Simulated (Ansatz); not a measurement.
Species: GeO$_{2}$, net charge 0, singlet state. 
Coordinates optimised at B3LYP-D3(BJ)/def2-TZVP (Ansatz, a first-principles code):
```xyz
3

Ge     0.0000     0.0000     0.0000
O      0.0000     0.0000     1.6240
O      0.0000     0.0000    -1.6240
```
Charge 0, spin multiplicity 1.

Basis-set convergence of Hartree-Fock and CCSD(T) correlation energies (hartree) with Ansatz. Valence correlation only, unless marked. No spin-orbit coupling. The frozen core is the preceding noble-gas configuration, with the filled d and f shells of earlier blocks. No relativistic terms.

The T1 diagnostic of CCSD in the largest basis is 0.027, which is high, so the coupled-cluster rows are less sure than usual.

| basis | functions | E(HF) | E(corr, CCSD(T)) |
|---|---|---|---|
| aug-cc-pVDZ | 82 | -2225.00337 | -0.52780 |
| aug-cc-pVTZ | 151 | -2225.11867 | -0.62911 |
| aug-cc-pVQZ | 253 | -2225.13190 | -0.66281 |

Extrapolating the two largest sets (X = 3 and 4) as X^-3: E(corr) = (64·(-0.66281) - 27·(-0.62911))/37 = -0.6874 Eh, an estimate of the basis-set limit. The largest set recovers 96.4 % of it, the smallest 76.8 %.
